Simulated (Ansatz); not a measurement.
Consider the cleavage of the Ge–Ga bond: `[GaH2][GaH][GeH3]` + `CBS` → `CB[S][GeH3]` + `[GaH2][GaH2]`.

Computed with Ansatz on PBE0-D4/def2-TZVP structures; ΔE is electronic, products minus reactants. CBS: MP2 limit from def2 TZ/QZ plus the TZ coupled-cluster correction, frozen cores. Functionals use def2-TZVPP. B3LYP here is the variant with VWN-RPA as its local correlation; programs differ in this. For Ga, Ge outer-core shells are correlated without core-valence functions, which leaves a few kJ/mol of doubt a bond. Scalar relativity is left out up to krypton. Each species was taken in one conformer, which may not be the lowest.

`[GaH2][GaH][GeH3]`:

Cartesian coordinates in Å:
```
Ga -1.692 1.144 1.326
Ga -0.249 0.690 -0.610
Ge 1.358 -1.170 -0.671
H -1.227 2.079 2.508
H -3.115 0.481 1.477
H -0.284 1.572 -1.921
H 1.031 -2.140 -1.825
H 1.388 -2.002 0.626
H 2.792 -0.653 -0.911
```

`CBS`:

Z-matrix (Å, degrees):
```
C
B 1 1.558
H 1 1.096 2 109.5
H 1 1.096 2 109.6 3 115.0
H 1 1.092 2 115.2 3 -122.5
S 2 1.782 1 119.7 3 122.5
H 2 1.195 1 121.8 3 -57.5
H 6 1.343 2 98.9 1 -180.0
```

`CB[S][GeH3]`:

Z-matrix (Å, degrees):
```
C
B 1 1.558
H 1 1.096 2 109.5
H 1 1.091 2 115.0 3 -122.6
H 1 1.097 2 109.4 3 114.9
S 2 1.787 1 120.3 3 123.0
H 2 1.199 1 120.7 3 -57.1
Ge 6 2.235 2 100.6 1 180.0
H 8 1.534 6 109.2 2 -59.8
H 8 1.534 6 109.3 2 61.3
H 8 1.535 6 106.5 2 -179.3
```

`[GaH2][GaH2]`:

```xyz
6

Ga    0.261   -1.201   -0.042
Ga   -0.261    1.201    0.041
H    -0.782   -2.269   -0.552
H     1.660   -1.771    0.414
H    -0.904    1.874    1.314
H     0.026    2.165   -1.175
```

| level | ΔE (kJ/mol) | difference from CCSD(T)/CBS |
| --- | --- | --- |
| PBE-D4 | 9.7 | 4.8 |
| r2SCAN-D4 | 4.8 | -0.1 |
| B3LYP-D4 | 6.3 | 1.4 |
| ωB97X-V | -0.1 | -5.0 |
| ωB97M-V | 1.6 | -3.3 |
| B2PLYP | 4.6 | -0.3 |
| PBE | 11.2 | 6.3 |
| r2SCAN | 5.2 | 0.3 |
| MP2/def2-TZVPP | -0.4 | -5.3 |
| SCS-MP2/def2-TZVPP | -1.5 | -6.4 |
| CCSD/def2-TZVPP | 4.7 | -0.2 |
| HF/def2-QZVPP | -6.1 | -11.0 |
| MP2/def2-QZVPP | -0.3 | -5.2 |
| HF/CBS(def2) | -6.2 | -11.1 |
| MP2/CBS(def2) | 0.3 | -4.6 |
| CCSD/CBS(def2) | 5.5 | 0.6 |
| CCSD(T)/CBS | 4.9 | 0 |

Largest T1 diagnostic among the species: 0.014.

From PBE to PBE0 (25 % exact exchange), in def2-TZVPP and without D4, ΔE moves by −3.3 kJ/mol. In def2-TZVPP, CCSD(T) changes the Hartree–Fock value by +9.4 kJ/mol (the triples alone add −0.6 kJ/mol) and MP2 by +4.8 kJ/mol.

CCSD(T)/CBS has its own doubt, a few kJ/mol and more with outer-core shells, so smaller differences from it don't rank the levels.
